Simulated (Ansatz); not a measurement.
Born–Oppenheimer molecular dynamics of F2HOSi (5 atoms, charge 0, multiplicity 2). It starts from a relaxed structure.

All numbers below come from UKS PBE0-D4/def2-SVP (Ansatz 0.2.0).

```yaml
ensemble: NVT, Nosé–Hoover chain
time_step: 2 fs
steps_asked: 120
set_temperature: 200 K
thermostat: time constant 100 fs, chain length 5
seed: 538161
```

First frame:

```xyz
5
Properties=species:S:1:pos:R:3
O -0.716 0.226 1.444
Si 0.033 0.000 -0.029
F 0.841 -1.384 -0.069
F -1.034 -0.082 -1.222
H 0.926 1.166 -0.164
```

How far do the bonds stretch over the last three quarters of this one trajectory? (Pairs bonded in most of those frames.)


```
  bond  mean (Å)  spread (Å)  shortest  longest
O1–Si2     1.669       0.022      1.64     1.71
Si2–F3     1.604       0.019      1.57     1.64
Si2–F4     1.602       0.017      1.57     1.63
Si2–H5     1.476       0.004      1.47     1.48
```

Mean temperature of the second half: 199 K. The conserved energy stayed within 0.36 meV per atom of its start (net change 0.072 meV per atom), so the integration is sound. A step of 2 fs is long for free X–H stretches (periods near 10 fs) and can bias their spread and the temperature. A run of 0.24 ps of so small a system gives no equilibrium averages.

Run time: 8 min on 1 thread of Intel(R) Xeon(R) 6975P-C (Granite Rapids), with other jobs on the host, peak memory 0.24 GiB.
